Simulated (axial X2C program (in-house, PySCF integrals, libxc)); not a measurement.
## Worked dissociation energy of AsTe: r2SCAN, without spin–orbit coupling

Computed with an in-house all-electron X2C program for linear molecules (integrals from PySCF). Spin-free means the one-electron spin-free X2C Hamiltonian. Basis: Te dyall-cv3z [11s12p8d4f1g], As dyall-cv3z [9s9p6d4f1g] (cores contracted in-house); Gaussian nuclei, density fitting, unrestricted open shells. Masses: Te 129.906 u, As 74.922 u.

Molecular state: M_S = 1/2, Λ = 1 (beyond evenly filled blocks: π+α).

| Property | Result |
| --- | --- |
| E(Te) (2M_S = 2, M_L = 0) | -6793.801078 hartree |
| E(As) (2M_S = 3, M_L = 0) | -2260.769076 hartree |
| E(AsTe) at Re | -9054.676568 hartree |
| ωe | 326.7 cm⁻¹ |
| ωexe | 0.911 cm⁻¹ |

**Question.** Work out De and D0.

**Answer.** De = -6793.801078 + (-2260.769076) − (-9054.676568) = 0.10641 hartree = 2.896 eV. The zero-point energy is ωe/2 − ωexe/4 = 163 cm⁻¹ = 0.020 eV, so D0 = 2.875 eV.

The state is a single determinant with fixed occupations, the lowest that a limited PBE0 search found. Dissociation energies refer to the lowest single-determinant-based atoms at the same level and basis. The functionals have no current-density term, which raises determinants with orbital currents, atoms included. The determinant is spin-polarised beyond a pure state at some levels (its spin-free form has ⟨S²⟩ too high), which makes Re and μ there less reliable. Spin-free De lacks the spin–orbit lowering of the heavy p-block atom, a tenth of an eV or more for 4p and 5p, up to an eV for 6p and one to two eV for 7p atoms, less what an open-shell molecule gains itself.

Each atomic determinant is the lowest at this level and need not be a pure term. Totals compare only within one Hamiltonian and basis.
